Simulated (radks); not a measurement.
The numbers below are computed, except where a source is named.
The sulfur anion S-, [Ne] 3s2 3p5, held by a Watson sphere: a shell of charge +1 at radius R that stands for the Madelung well of a crystal (potential energy -1/R inside, -1/r outside, in hartree with lengths in bohr). Code: a radial shooting solver on a logarithmic mesh with Libxc functionals. Model: non-relativistic Kohn-Sham, LDA (Slater exchange, Perdew-Wang correlation), spin-polarised, spherical densities, point nucleus; open shells are filled with parallel spins first. Response by self-consistent Sternheimer equations with the Hartree and adiabatic LDA kernel. The sphere does not respond.

R (bohr)	e(3s down) (eV)	e(3p up) (eV)	e(3p down) (eV)	<r> 3p (bohr)	sum of <r^2> (bohr^2)	X-ray form factor at sin(theta)/lambda = 0.3 1/angstrom	alpha (bohr^3)
1.89	-17.555	-8.289	-7.592	2.069	34.00	9.041	21.80
1.95	-17.453	-8.225	-7.531	2.079	34.28	9.034	22.22
2.23	-16.978	-7.894	-7.217	2.123	35.56	9.012	24.41
2.29	-16.878	-7.819	-7.145	2.133	35.82	9.009	24.92
2.55	-16.457	-7.484	-6.822	2.170	36.93	9.002	27.25
3.09	-15.658	-6.780	-6.136	2.237	38.92	9.003	32.62
3.27	-15.416	-6.553	-5.914	2.256	39.49	9.005	34.51
3.77	-14.802	-5.959	-5.330	2.300	40.86	9.010	39.87
4.43	-14.110	-5.273	-4.650	2.344	42.26	9.014	46.90
